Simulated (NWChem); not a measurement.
Species: BeHOI; SMILES [OH][Be][I]

```xyz
4

Be     0.0258     1.5696     0.0000
I     -0.0332    -0.6127     0.0000
O      0.0931     2.9749     0.0000
H     -0.3443     3.8306     0.0000
```
Atoms are numbered in this order, from 1.

Results from NWChem. Coordinates come from a PBE-D3(BJ)/def2-SVP optimisation. def2 effective core potentials on I; no spin-orbit coupling. Vertical excitations in the gas phase; the lowest state need not have the same character in each row.

For level BHandHLYP/def2-SVP, TDA:

- lowest excitation, singlet (eV) = 6.47
- orbital gap (eV) = 9.02

Question: What are these values for level Hartree-Fock/def2-SVP, CIS?

Answer: The lowest excitation, singlet (eV) comes out as 7.16 and the orbital gap (eV) comes out as 12.35.
